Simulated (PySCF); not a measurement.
CH$_{7}$Si$_{2}$, CH$_{3}$BClSi, CH$_{3}$ClSi$_{2}$, BClH$_{3}$NSi and others (calculated)

Calculation on a computer-drawn molecule: the log of a Hartree-Fock and frozen-core CCSD(T) single point meant for a local Hartree-Fock minimum, with one planted fault or none, to be diagnosed. Offsets are logged minus clean, where the clean run is the same molecule without the fault. The reference is restricted for singlets and unrestricted otherwise, and also for a bond in bohr or an excited solution. Adding or removing an electron swaps singlet and doublet. The excited solution moves the top pair (singlet) or top alpha electron (doublet) to the lowest empty orbital. Highest occupied and lowest empty are orbital energies over both spins, largest force is the largest gradient component, triples share is (T) over the correlation energy, the T1 limit is 0.02 restricted and 0.045 unrestricted, electrons count all cores, a negative frequency is imaginary (commonest isotopes), and the dipole is about the centre of nuclear charge. Program: PySCF 2.14.0.

Common to all runs: meant basis cc-pV(D+d)Z; logged SCF converged yes; possible faults no fault, one electron removed, one electron added, multiplicity raised by two, geometry at a saddle point, SCF held on an excited solution, minimal basis STO-3G, one bond length entered in bohr, all coordinates scaled.

(1) 
```xyz
10
formula=CH7Si2 meant_charge=1 meant_multiplicity=1 logged_electrons=40 logged_basis_functions=95 logged_spin_squared=0 logged_highest_occupied=-10.491 logged_lowest_empty=-11.709 logged_largest_force=0.1795 logged_CC_converged=no logged_dipole_magnitude=4.9141 logged_SCF_stable_within_its_kind=no logged_energy_HF=-619.02011 planted_fault=SCF_held_on_an_excited_solution HF_energy_offset_from_clean_run=322.9
Si     0.1936     1.2605    -0.0800
C     -0.0196    -0.4946     0.2226
Si    -1.7385    -1.2609    -0.3472
H     -0.2290     2.2654     0.8956
H      0.7390     1.7617    -1.3416
H      0.7435    -1.0642    -0.3184
H      0.0461    -0.7013     1.2961
H     -1.6523    -2.6804     0.0140
H     -2.7966    -0.5426     0.3835
H     -1.8515    -1.0399    -1.7989
```

Units: logged_highest_occupied, logged_lowest_empty in eV; logged_largest_force in hartree/bohr; logged_dipole_magnitude in debye; logged_energy_HF in hartree; HF_energy_offset_from_clean_run in kcal/mol.

Drawn bonds:
```csv
atom,other atom,order
1,2,1
2,3,1
1,4,1
1,5,1
2,6,1
2,7,1
3,8,1
3,9,1
3,10,1
```

Notes: CCSD not converged.

(2) 
```xyz
7
formula=CH3BClSi meant_charge=1 meant_multiplicity=1 logged_electrons=43 logged_basis_functions=89 logged_spin_squared=0.7568 logged_highest_occupied=-23.898 logged_lowest_empty=-12.787 logged_largest_force=0.10454 logged_T1_diagnostic=0.021957 logged_D1_diagnostic=0.097728 logged_triples_share=0.033304 logged_CC_converged=yes logged_dipole_magnitude=6.2252 logged_SCF_stable_within_its_kind=yes logged_energy_HF=-811.97476 logged_energy_CCSD(T)=-812.4136 planted_fault=one_electron_removed HF_energy_offset_from_clean_run=319.7 CCSD(T)_energy_offset_from_clean_run=345.2
Si    -0.5628     0.3321    -0.2185
C     -0.9794    -0.2610    -1.7962
B     -1.0581    -1.6445    -2.1285
Cl    -1.1452    -3.2453    -2.4980
H     -0.2647    -0.5933     0.8740
H     -0.4989     1.7640     0.0597
H     -1.1957     0.4549    -2.5881
```

Units: logged_highest_occupied, logged_lowest_empty in eV; logged_largest_force in hartree/bohr; logged_dipole_magnitude in debye; logged_energy_HF, logged_energy_CCSD(T) in hartree; HF_energy_offset_from_clean_run, CCSD(T)_energy_offset_from_clean_run in kcal/mol.

Drawn bonds:
```csv
atom,other atom,order
1,2,2
2,3,1
3,4,1
1,5,1
1,6,1
2,7,1
```

(3) 
```xyz
7
formula=CH3ClSi2 meant_charge=0 meant_multiplicity=1 logged_electrons=54 logged_basis_functions=35 logged_spin_squared=0 logged_highest_occupied=-6.1552 logged_lowest_empty=4.6465 logged_largest_force=0.028734 logged_T1_diagnostic=0.018355 logged_D1_diagnostic=0.076089 logged_triples_share=0.024671 logged_CC_converged=yes logged_dipole_magnitude=4.1517 logged_SCF_stable_within_its_kind=yes logged_energy_HF=-1064.87828 logged_energy_CCSD(T)=-1065.06912 planted_fault=minimal_basis_STO-3G HF_energy_offset_from_clean_run=7582 CCSD(T)_energy_offset_from_clean_run=7785
Si     0.9257     0.0781     2.6603
C      0.3128    -0.4240     1.1450
Si    -1.3643    -0.9795     0.6477
Cl    -2.4468    -0.8502     2.5010
H      0.1601     0.1550     3.9066
H      2.3295     0.4896     2.8387
H      1.0323    -0.4175     0.3250
```

Units: logged_highest_occupied, logged_lowest_empty in eV; logged_largest_force in hartree/bohr; logged_dipole_magnitude in debye; logged_energy_HF, logged_energy_CCSD(T) in hartree; HF_energy_offset_from_clean_run, CCSD(T)_energy_offset_from_clean_run in kcal/mol.

Drawn bonds:
```csv
atom,other atom,order
1,2,2
2,3,1
3,4,1
1,5,1
1,6,1
2,7,1
```

(4) 
```xyz
7
formula=BClH3NSi meant_charge=0 meant_multiplicity=1 logged_electrons=46 logged_basis_functions=31 logged_spin_squared=0 logged_highest_occupied=-8.0688 logged_lowest_empty=5.7841 logged_largest_force=0.030711 logged_T1_diagnostic=0.021357 logged_D1_diagnostic=0.073331 logged_triples_share=0.032522 logged_CC_converged=yes logged_dipole_magnitude=5.8374 logged_SCF_stable_within_its_kind=yes logged_energy_HF=-820.06395 logged_energy_CCSD(T)=-820.26604 planted_fault=minimal_basis_STO-3G HF_energy_offset_from_clean_run=5842 CCSD(T)_energy_offset_from_clean_run=6050
Si    -0.6453    -0.4620    -0.6554
N     -0.4088     0.7118     0.3347
B     -0.1889     1.7491     1.2105
Cl     1.4816     2.1699     1.7393
H     -0.6702    -0.2994    -2.1147
H     -0.8809    -1.8474    -0.2290
H     -1.0630     2.4238     1.6685
```

Units: logged_highest_occupied, logged_lowest_empty in eV; logged_largest_force in hartree/bohr; logged_dipole_magnitude in debye; logged_energy_HF, logged_energy_CCSD(T) in hartree; HF_energy_offset_from_clean_run, CCSD(T)_energy_offset_from_clean_run in kcal/mol.

Drawn bonds:
```csv
atom,other atom,order
1,2,2
2,3,1
3,4,1
1,5,1
1,6,1
3,7,1
```

Notes: T1 above single-reference limit.

(5) 
```xyz
7
formula=BClH3NSi meant_charge=0 meant_multiplicity=1 logged_electrons=45 logged_basis_functions=89 logged_spin_squared=0.7604 logged_highest_occupied=-16.397 logged_lowest_empty=-7.716 logged_largest_force=0.085094 logged_T1_diagnostic=0.035149 logged_D1_diagnostic=0.20215 logged_triples_share=0.029506 logged_CC_converged=yes logged_dipole_magnitude=8.6784 logged_SCF_stable_within_its_kind=yes logged_energy_HF=-829.04848 logged_energy_CCSD(T)=-829.53566 planted_fault=one_electron_removed HF_energy_offset_from_clean_run=204.1 CCSD(T)_energy_offset_from_clean_run=232.9
Si    -0.6453    -0.4620    -0.6554
N     -0.4088     0.7118     0.3347
B     -0.1889     1.7491     1.2105
Cl     1.4816     2.1699     1.7393
H     -0.6702    -0.2994    -2.1147
H     -0.8809    -1.8474    -0.2290
H     -1.0630     2.4238     1.6685
```

Units: logged_highest_occupied, logged_lowest_empty in eV; logged_largest_force in hartree/bohr; logged_dipole_magnitude in debye; logged_energy_HF, logged_energy_CCSD(T) in hartree; HF_energy_offset_from_clean_run, CCSD(T)_energy_offset_from_clean_run in kcal/mol.

Drawn bonds:
```csv
atom,other atom,order
1,2,2
2,3,1
3,4,1
1,5,1
1,6,1
3,7,1
```

(6) 
```xyz
10
formula=BH6NSi2 meant_charge=0 meant_multiplicity=1 logged_electrons=46 logged_basis_functions=104 logged_spin_squared=2.0396 logged_highest_occupied=-6.617 logged_lowest_empty=-0.25635 logged_largest_force=0.1315 logged_T1_diagnostic=0.035911 logged_D1_diagnostic=0.20073 logged_triples_share=0.030436 logged_CC_converged=yes logged_dipole_magnitude=0.7216 logged_SCF_stable_within_its_kind=yes logged_energy_HF=-660.39875 logged_energy_CCSD(T)=-660.88712 planted_fault=multiplicity_raised_by_two HF_energy_offset_from_clean_run=53.74 CCSD(T)_energy_offset_from_clean_run=74.26
Si    -0.8009     0.7448    -3.3062
N      0.0777     1.2253    -2.1124
B      0.8676     1.6268    -1.0535
Si     2.2037     0.3395    -0.1738
H     -0.3857     0.8608    -4.7100
H     -2.1248     0.1322    -3.1368
H      0.7744     2.7567    -0.6332
H      3.5936     0.8670    -0.2618
H      1.9006     0.1586     1.2731
H      2.1935    -1.0077    -0.8067
```

Units: logged_highest_occupied, logged_lowest_empty in eV; logged_largest_force in hartree/bohr; logged_dipole_magnitude in debye; logged_energy_HF, logged_energy_CCSD(T) in hartree; HF_energy_offset_from_clean_run, CCSD(T)_energy_offset_from_clean_run in kcal/mol.

Drawn bonds:
```csv
atom,other atom,order
1,2,2
2,3,1
3,4,1
1,5,1
1,6,1
3,7,1
4,8,1
4,9,1
4,10,1
```

(7) 
```xyz
10
formula=BH6NSi2 meant_charge=0 meant_multiplicity=1 logged_electrons=47 logged_basis_functions=104 logged_spin_squared=0.7707 logged_highest_occupied=-0.32766 logged_lowest_empty=7.557 logged_largest_force=0.076079 logged_T1_diagnostic=0.01899 logged_D1_diagnostic=0.064929 logged_triples_share=0.032989 logged_CC_converged=yes logged_dipole_magnitude=2.4609 logged_SCF_stable_within_its_kind=yes logged_energy_HF=-660.46287 logged_energy_CCSD(T)=-660.99428 planted_fault=one_electron_added HF_energy_offset_from_clean_run=13.5 CCSD(T)_energy_offset_from_clean_run=7.015
Si    -0.8009     0.7448    -3.3062
N      0.0777     1.2253    -2.1124
B      0.8676     1.6268    -1.0535
Si     2.2037     0.3395    -0.1738
H     -0.3857     0.8608    -4.7100
H     -2.1248     0.1322    -3.1368
H      0.7744     2.7567    -0.6332
H      3.5936     0.8670    -0.2618
H      1.9006     0.1586     1.2731
H      2.1935    -1.0077    -0.8067
```

Units: logged_highest_occupied, logged_lowest_empty in eV; logged_largest_force in hartree/bohr; logged_dipole_magnitude in debye; logged_energy_HF, logged_energy_CCSD(T) in hartree; HF_energy_offset_from_clean_run, CCSD(T)_energy_offset_from_clean_run in kcal/mol.

Drawn bonds:
```csv
atom,other atom,order
1,2,2
2,3,1
3,4,1
1,5,1
1,6,1
3,7,1
4,8,1
4,9,1
4,10,1
```

(8) 
```xyz
7
formula=CH3BClSi meant_charge=0 meant_multiplicity=2 logged_electrons=44 logged_basis_functions=89 logged_spin_squared=0 logged_highest_occupied=-15.102 logged_lowest_empty=-6.0431 logged_largest_force=0.080126 logged_T1_diagnostic=0.022476 logged_D1_diagnostic=0.080063 logged_triples_share=0.039529 logged_CC_converged=yes logged_dipole_magnitude=4.9807 logged_SCF_stable_within_its_kind=yes logged_energy_HF=-812.44187 logged_energy_CCSD(T)=-812.93019
Si     0.1920    -2.4878     0.6773
C      0.1213    -1.1116     1.9082
B      0.8222     0.0616     1.6953
Cl     1.7064     1.4739     1.3799
H      0.9322    -2.0486    -0.5345
H     -1.1575    -2.9742     0.2911
H     -0.4538    -1.2547     2.8180
```

Units: logged_highest_occupied, logged_lowest_empty in eV; logged_largest_force in hartree/bohr; logged_dipole_magnitude in debye; logged_energy_HF, logged_energy_CCSD(T) in hartree.

Drawn bonds:
```csv
atom,other atom,order
1,2,1
2,3,2
3,4,1
1,5,1
1,6,1
2,7,1
```

Notes: T1 above single-reference limit.

To be estimated
1. Which fault was planted in the run of CH$_{3}$BClSi (entry 8)?

Answers
1. one electron removed

Further results for CH$_{3}$BClSi (entry 8):

* HF energy offset from clean run: 162.3 kcal/mol
* CCSD(T) energy offset from clean run: 163 kcal/mol
